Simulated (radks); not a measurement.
W, 74 electrons, occupied as [Xe] 4f14 5d4 6s1 7f1 (not the ground configuration). Calculated with a radial shooting solver on a logarithmic mesh with Libxc functionals: Dirac Kohn-Sham, LDA (Slater exchange, Perdew-Wang correlation), spin-unpolarised, spherical densities, finite nucleus; open shells are shared between the two j in proportion to 2j + 1; Fermi nuclear charge, rms radius 5.3658 fm.

Spin-orbit splittings of the eigenvalues, e(l+1/2) - e(l-1/2), with zeta = 2 splitting/(2l+1) and mean radii in bohr:

| shell | occ. | splitting (eV) | zeta (eV) | <r> j=l-1/2 | <r> j=l+1/2 |
|---|---|---|---|---|---|
| 2p | 6 | 1351 | 900.8 | 0.06367 | 0.07163 |
| 3p | 6 | 292.1 | 194.7 | 0.1907 | 0.2054 |
| 3d | 10 | 63.58 | 25.43 | 0.1797 | 0.1843 |
| 4p | 6 | 67.93 | 45.29 | 0.4547 | 0.4882 |
| 4d | 10 | 12.52 | 5.008 | 0.5050 | 0.5165 |
| 4f | 14 | 2.242 | 0.6405 | 0.6029 | 0.6126 |
| 5p | 6 | 9.918 | 6.612 | 1.176 | 1.282 |
| 5d | 4 | 0.7840 | 0.3136 | 1.924 | 1.997 |
| 7f | 1 | 0.00002521 | 7.203e-06 | 43.49 | 43.49 |
